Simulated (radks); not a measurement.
Values are calculated unless marked as measured or tabulated.
Species: neutral sulfur. Configuration: [Ne] 3s2 3p4 (the NIST ground configuration).

Code: a radial shooting solver on a logarithmic mesh with Libxc functionals. Model: Dirac Kohn-Sham, PBE, spin-unpolarised, spherical densities, point nucleus; open shells are shared between the two j in proportion to 2j + 1; speed of light set to 274.072 atomic units (2 times the physical value, a model run).

Energy parts (hartree):
part                      energy
total                 -398.19641
kinetic                398.24313
electron-nucleus      -947.99986
Hartree                176.96277
exchange-correlation   -25.40244

Orbitals (lengths in bohr, moments of r in powers of bohr):
orbital     occ.  eigenvalue (hartree)   <1/r>
1s1/2          2             -88.18334   15.58
2s1/2          2              -7.74455   3.051
2p1/2          2              -5.75852   2.957
2p3/2          4              -5.74698   2.952
3s1/2          2              -0.63103  0.8098
3p1/2    1.33333              -0.25842  0.6607
3p3/2    2.66667              -0.25765  0.6598

The highest occupied level is 3p3/2 at -7.011 eV. The density falls to 0.001 e/bohr^3 at r = 4.08 bohr.
